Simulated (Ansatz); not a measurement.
C5H12Si, charge +1, doublet, at a GFN2-xTB geometry (a state made from the parent by changing its charge; the spin is typed, not shown lowest); WB97M-V/STO-3G in Ansatz (a quantum-chemistry and plane-wave program).

Ansatz was given this input:
Ansatz 0.2 input:
```yaml
crystal:
  periodic: [false, false, false]
  atoms:
    - {symbol: C, position_ang: [1.98742222, -0.71387019, 1.21039640]}
    - {symbol: C, position_ang: [1.55347815, 0.02772452, 0.23549644]}
    - {symbol: Si, position_ang: [-0.40674766, 0.15074491, -0.16653861]}
    - {symbol: C, position_ang: [-0.62098056, 1.98758016, -0.57878704]}
    - {symbol: C, position_ang: [-1.51306925, -0.51904359, 1.21237923]}
    - {symbol: C, position_ang: [-0.22472511, -1.09503153, -1.63248113]}
    - {symbol: H, position_ang: [3.02814494, -0.66592410, 1.52054307]}
    - {symbol: H, position_ang: [1.38616650, -1.39444468, 1.79194372]}
    - {symbol: H, position_ang: [2.13537443, 0.66765115, -0.40495820]}
    - {symbol: H, position_ang: [-1.65171731, 2.18907041, -0.86195158]}
    - {symbol: H, position_ang: [0.01401259, 2.29848376, -1.40600822]}
    - {symbol: H, position_ang: [-0.39466899, 2.63030928, 0.26936202]}
    - {symbol: H, position_ang: [-1.34268535, 0.00041892, 2.15316636]}
    - {symbol: H, position_ang: [-2.56436871, -0.38211288, 0.96723872]}
    - {symbol: H, position_ang: [-1.36417064, -1.58259184, 1.38769868]}
    - {symbol: H, position_ang: [0.45494310, -0.72256590, -2.39229668]}
    - {symbol: H, position_ang: [0.11608295, -2.07310296, -1.30794618]}
    - {symbol: H, position_ang: [-1.21539909, -1.19977601, -2.06727446]}
basis:
  gaussian:
    orbitals: STO-3G
hamiltonian:
  xc: {name: wB97M-V}
total_charge: 1
magnetization: {spin_polarized: true, initial_magnetization: 1}
```

What the program printed (banner, timings and long lists left out):

```
Functional definition: wB97M-V
613 factors; integrals over basis functions are off by at most 4.6e-5 eV
263 factors; integrals over basis functions are off by at most 2.1e-6 eV
mean field evaluation 1: about -13094.4064 eV, gradient 1.0e1 eV
mean field evaluation 2: about -13095.0871 eV, gradient 4.4e0 eV
mean field evaluation 4: about -13095.2175 eV, gradient 3.2e-1 eV
mean field evaluation 8: about -13095.0951 eV, gradient 9.3e-2 eV
mean field evaluation 16: about -13095.0967 eV, gradient 4.1e-3 eV
mean field -13095.09665173 eV, -481.2359257757 hartree, gradient 5.5e-5 eV, S^2 0.753744; 2 other end points of the search recorded, 0 dependent functions left out
reference -13095.09668894 eV, -481.2359271433 hartree; 28, 27 occupied and 18, 19 virtual orbitals, 613 factors
Total energy: -13095.09668894 eV, -481.2359271433 hartree
```
